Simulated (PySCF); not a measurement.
# Molecular orbitals of BiB

BP86 at R = 2.145 Å; Bi def2-SVPD with ECP60, B def2-SVPD; scalar-relativistic core potentials (PySCF 2.14). State: ³Π (triplet), unpaired electrons σ ↑, π ↑. Only the outer orbitals are listed, counted within each symmetry, core potentials removing the inner ones.

```csv
spin,orbital,occ.,ε (eV),on Bi (%),main shells (%)
α,5σ,1,-15.58,86,"85 Bi s, 10 B s"
α,6σ,1,-9.65,34,"65 B s, 23 Bi p, 11 Bi s"
α,3π,1,-6.04,68,"68 Bi p, 31 B p"
α,7σ,1,-5.85,35,"51 B p, 32 Bi p, 14 B s"
α,3π,1,-5.41,65,"64 Bi p, 35 B p"
α,4π,0,-3.05,36,"63 B p, 30 Bi p"
α,4π,0,-2.57,40,"58 B p, 32 Bi p"
α,8σ,0,-0.02,102,102 Bi s
β,5σ,1,-15.01,85,"84 Bi s, 10 B s"
β,6σ,1,-8.63,40,"58 B s, 29 Bi p, 10 Bi s"
β,3π,1,-5.08,70,"70 Bi p, 29 B p"
β,3π,0,-4.96,73,"73 Bi p, 26 B p"
β,7σ,0,-3.99,30,"35 B s, 34 B p, 29 Bi p"
β,4π,0,-2.02,36,"63 B p, 27 Bi p, 9 Bi d"
```

Question: Which are the highest filled and the lowest empty level, where do they sit, and how wide is the gap?

Answer: Highest filled β 3π at -5.08 eV (in %: 70 Bi p, 29 B p); lowest empty β 3π at -4.96 eV (in %: 73 Bi p, 26 B p); the gap at BP86 is 0.12 eV. Both belong to one degenerate shell, split only by its one-sided filling, so this is no excitation gap.

| Item | Value |
| --- | --- |
| bond order (Mayer) | 2.24 |
| ⟨S²⟩ | 2.006 |
| charge on Bi (Mulliken, basis-dependent) | 0.16 |
| charge on Bi (Löwdin, basis-dependent) | 0.45 |
| dipole moment (positive dipole means Bi(−)B(+)) | -1.35 D |

Shares are Mulliken populations and can fall outside 0 to 100 %.

These are scalar-relativistic numbers at best; spin–orbit coupling would shift them, the dissociation energy most. The state is the lowest determinant that a PBE0 search found; another state may lie lower at other levels.
